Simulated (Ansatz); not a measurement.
Start from `[NH2][V](=[O])([OH])[OH]` and change one atom or group to get `[CH3][V](=[O])([OH])[OH]`.

Ansatz, PBE0-D4/def2-TZVP geometries, multiplicity 1. Each molecule was computed in one conformer, which needn't be the lowest.

Scalar relativity is left out up to krypton.

| property | `[NH2][V](=[O])([OH])[OH]` |
| --- | --- |
| HOMO energy (PBE0/def2-TZVPP) / eV | -8.17 |
| zero-point energy (PBE0-D4/def2-TZVP) / kJ/mol | 145.9 |
| HOMO energy (B3LYP/def2-TZVPP) / eV | -7.94 |
| HOMO–LUMO gap (PBE0/def2-TZVPP) / eV | 6.04 |
| HOMO energy (PBE/def2-TZVPP) / eV | -6.73 |
| HOMO–LUMO gap (B3LYP/def2-TZVPP) / eV | 5.52 |

(1) Give the same properties after the change, and the shifts. (Estimate.)

Results:

(1) The calculation gave: 
```
                                      property  `[CH3][V](=[O])([OH])[OH]`  shift
            HOMO energy (PBE0/def2-TZVPP) / eV                       -8.57  -0.40
zero-point energy (PBE0-D4/def2-TZVP) / kJ/mol                       172.1   26.2
           HOMO energy (B3LYP/def2-TZVPP) / eV                       -8.33  -0.39
          HOMO–LUMO gap (PBE0/def2-TZVPP) / eV                        6.12   0.08
             HOMO energy (PBE/def2-TZVPP) / eV                       -7.06  -0.33
         HOMO–LUMO gap (B3LYP/def2-TZVPP) / eV                        5.56   0.04
```

With PBE0 the HOMO falls by 0.40 eV and the LUMO falls by 0.32 eV, so the gap widens by about 0.08 eV. PBE moves the HOMO by -0.33 eV and ωB97M-V by -0.45 eV. The zero-point energy changes by 26.2 kJ/mol with +3 modes.

B3LYP here is the variant with VWN-RPA as its local correlation; programs differ in this.
